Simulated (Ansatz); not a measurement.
def2 core potentials replace the inner electrons of Bi.

Species: C₃H₉BiO₂, SMILES `[CH](C)([Bi]([OH])[OH])C` (charge 0, multiplicity 1).

Calculation: Ansatz (a program for electronic structure) with PBE0-D3(BJ)/def2-SVP. No frequencies were computed at this level.

Ansatz 0.2 input:
```yaml
crystal:
  periodic: [false, false, false]
  atoms:
    - { symbol: C, position_ang: [-1.33734, 1.055539, 0.253407] }
    - { symbol: C, position_ang: [-0.329032, -0.024311, -0.109918] }
    - { symbol: C, position_ang: [-0.93673, -1.417061, -0.034452] }
    - { symbol: Bi, position_ang: [1.491351, 0.107993, 1.249812] }
    - { symbol: O, position_ang: [2.554034, -1.183102, 0.022688] }
    - { symbol: O, position_ang: [2.13974, 1.831181, 0.295896] }
    - { symbol: H, position_ang: [-2.182856, 1.045667, -0.435945] }
    - { symbol: H, position_ang: [-0.875465, 2.039816, 0.213581] }
    - { symbol: H, position_ang: [-1.72316, 0.897853, 1.259456] }
    - { symbol: H, position_ang: [0.033592, 0.152493, -1.123243] }
    - { symbol: H, position_ang: [-1.75911, -1.522005, -0.743526] }
    - { symbol: H, position_ang: [-0.18889, -2.173389, -0.263298] }
    - { symbol: H, position_ang: [-1.326939, -1.611617, 0.963394] }
    - { symbol: H, position_ang: [2.422403, -0.967838, -0.898634] }
    - { symbol: H, position_ang: [2.018201, 1.768784, -0.649318] }
basis:
  gaussian: { orbitals: def2-svp }
hamiltonian:
  xc: pbe0
  dispersion: d3bj
relax:
  max_steps: 150
```

Output:

```
Functional definition: PBE0
1638 factors; integrals over basis functions are off by at most 3.3e-4 eV
mean field evaluation 1: about -13161.7595 eV, gradient 8.8e1 eV
mean field evaluation 2: about -13130.6236 eV, gradient 1.5e2 eV
mean field evaluation 4: about -13178.3091 eV, gradient 9.3e0 eV
mean field evaluation 8: about -13178.5613 eV, gradient 6.5e-1 eV
mean field evaluation 16: about -13178.5624 eV, gradient 5.2e-5 eV
mean field -13178.56241868 eV, -484.3032361362 hartree, gradient 5.2e-5 eV, S^2 0.000000; 0 other end points of the search recorded, 0 dependent functions left out
reference -13178.56244665 eV, -484.3032371638 hartree; 33, 33 occupied and 108, 108 virtual orbitals, 1638 factors
relax step   1: F+E_penalty+E_count = -13178.90131981 eV  Δ(F+E_penalty+E_count) = +0.000e0 eV  max|allowed force component| = 7.839e-1 eV/Å  Δτ_max = 0.0000 Å  (29 SCF iters, accepted)
these checks for a lower state are left out or cut short: starts, cluster_reference, orbital_swaps, neighbouring_geometries, increment
1638 factors; integrals over basis functions are off by at most 3.5e-4 eV
mean field -13178.62541465 eV, -484.3055511954 hartree, gradient 1.2e-5 eV, S^2 0.000000; 0 other end points of the search recorded, 0 dependent functions left out
reference -13178.62544309 eV, -484.3055522406 hartree; 33, 33 occupied and 108, 108 virtual orbitals, 1638 factors
relax step   2: F+E_penalty+E_count = -13178.95693619 eV  Δ(F+E_penalty+E_count) = -5.562e-2 eV  max|allowed force component| = 6.404e-1 eV/Å  Δτ_max = 0.1941 Å  (30 SCF iters, accepted)
these checks for a lower state are left out or cut short: starts, cluster_reference, orbital_swaps, neighbouring_geometries, increment
1638 factors; integrals over basis functions are off by at most 3.6e-4 eV
mean field evaluation 32: about -13178.6620 eV, gradient 1.5e-5 eV
mean field -13178.66200866 eV, -484.3068960003 hartree, gradient 1.5e-5 eV, S^2 0.000000; 0 other end points of the search recorded, 0 dependent functions left out
reference -13178.66203679 eV, -484.3068970341 hartree; 33, 33 occupied and 108, 108 virtual orbitals, 1638 factors
relax step   3: F+E_penalty+E_count = -13178.99680336 eV  Δ(F+E_penalty+E_count) = -3.987e-2 eV  max|allowed force component| = 1.954e-1 eV/Å  Δτ_max = 0.0768 Å  (31 SCF iters, accepted)
these checks for a lower state are left out or cut short: starts, cluster_reference, orbital_swaps, neighbouring_geometries, increment
1638 factors; integrals over basis functions are off by at most 3.5e-4 eV
mean field -13178.66414122 eV, -484.3069743706 hartree, gradient 1.4e-5 eV, S^2 0.000000; 0 other end points of the search recorded, 0 dependent functions left out
reference -13178.66416933 eV, -484.3069754036 hartree; 33, 33 occupied and 108, 108 virtual orbitals, 1638 factors
relax step   4: F+E_penalty+E_count = -13178.99985453 eV  Δ(F+E_penalty+E_count) = -3.051e-3 eV  max|allowed force component| = 1.167e-1 eV/Å  Δτ_max = 0.0267 Å  (33 SCF iters, accepted)
these checks for a lower state are left out or cut short: starts, cluster_reference, orbital_swaps, neighbouring_geometries, increment
1638 factors; integrals over basis functions are off by at most 3.5e-4 eV
mean field -13178.66412489 eV, -484.3069737705 hartree, gradient 1.4e-5 eV, S^2 0.000000; 0 other end points of the search recorded, 0 dependent functions left out
reference -13178.66415295 eV, -484.3069748014 hartree; 33, 33 occupied and 108, 108 virtual orbitals, 1638 factors
relax step   5: F+E_penalty+E_count = -13179.00019841 eV  Δ(F+E_penalty+E_count) = -3.439e-4 eV  max|allowed force component| = 1.399e-1 eV/Å  Δτ_max = 0.0263 Å  (32 SCF iters, accepted)
these checks for a lower state are left out or cut short: starts, cluster_reference, orbital_swaps, neighbouring_geometries, increment
1638 factors; integrals over basis functions are off by at most 3.5e-4 eV
mean field -13178.66490148 eV, -484.3070023096 hartree, gradient 1.5e-5 eV, S^2 0.000000; 0 other end points of the search recorded, 0 dependent functions left out
reference -13178.66492955 eV, -484.3070033412 hartree; 33, 33 occupied and 108, 108 virtual orbitals, 1638 factors
relax step   6: F+E_penalty+E_count = -13179.00091273 eV  Δ(F+E_penalty+E_count) = -7.143e-4 eV  max|allowed force component| = 2.372e-2 eV/Å  Δτ_max = 0.0082 Å  (33 SCF iters, accepted)
these checks for a lower state are left out or cut short: starts, cluster_reference, orbital_swaps, neighbouring_geometries, increment
1638 factors; integrals over basis functions are off by at most 3.5e-4 eV
mean field -13178.66487693 eV, -484.3070014071 hartree, gradient 1.4e-5 eV, S^2 0.000000; 0 other end points of the search recorded, 0 dependent functions left out
reference -13178.66490501 eV, -484.3070024392 hartree; 33, 33 occupied and 108, 108 virtual orbitals, 1638 factors
relax step   7: F+E_penalty+E_count = -13179.00099284 eV  Δ(F+E_penalty+E_count) = -8.012e-5 eV  max|allowed force component| = 8.387e-3 eV/Å  Δτ_max = 0.0135 Å  (33 SCF iters, accepted)
1638 factors; integrals over basis functions are off by at most 3.5e-4 eV
mean field evaluation 64: about -13127.7451 eV, gradient 1.5e2 eV
mean field -13178.66487693 eV, -484.3070014071 hartree, gradient 1.4e-5 eV, S^2 0.000000; 1 other end points of the search recorded, 0 dependent functions left out
reference -13178.66490501 eV, -484.3070024392 hartree; 33, 33 occupied and 108, 108 virtual orbitals, 1638 factors
Total energy: -13179.00102093 eV, -484.3193544714 hartree
Atom 0 at    -1.305866     1.076882     0.242543 Å, force    -0.004862    -0.001358    -0.003555 eV/Å
Atom 1 at    -0.332077    -0.033127    -0.109067 Å, force     0.002221    -0.000083    -0.001169 eV/Å
Atom 2 at    -0.915153    -1.432669    -0.037687 Å, force    -0.006366     0.000008    -0.003834 eV/Å
Atom 3 at     1.539860     0.110070     1.213309 Å, force     0.004905     0.000641    -0.001667 eV/Å
Atom 4 at     2.582393    -1.268699     0.020121 Å, force    -0.003452     0.004195     0.001167 eV/Å
Atom 5 at     2.113044     1.929775     0.335501 Å, force    -0.003422    -0.003889     0.000914 eV/Å
Atom 6 at    -2.165029     1.095645    -0.451603 Å, force    -0.002180    -0.004217     0.005900 eV/Å
Atom 7 at    -0.821678     2.065325     0.200118 Å, force     0.006367     0.001876     0.000516 eV/Å
Atom 8 at    -1.718781     0.949297     1.257995 Å, force    -0.001554     0.001378    -0.004007 eV/Å
Atom 9 at     0.082398     0.144161    -1.118789 Å, force     0.004834     0.000176     0.000765 eV/Å
Atom 10 at    -1.747863    -1.560321    -0.752286 Å, force    -0.003704     0.001243     0.008387 eV/Å
Atom 11 at    -0.156154    -2.196479    -0.269296 Å, force     0.005756    -0.000467     0.000267 eV/Å
Atom 12 at    -1.318039    -1.654723     0.965439 Å, force    -0.001940    -0.000229    -0.003958 eV/Å
Atom 13 at     2.320019    -1.187742    -0.905547 Å, force     0.001904    -0.002187    -0.001024 eV/Å
Atom 14 at     1.842724     1.962607    -0.590850 Å, force     0.001494     0.002913     0.001300 eV/Å
Dipole moment:    -0.586099    -0.077232    -0.057272 e Å
```

Cost: very roughly 2.7 core-minutes.
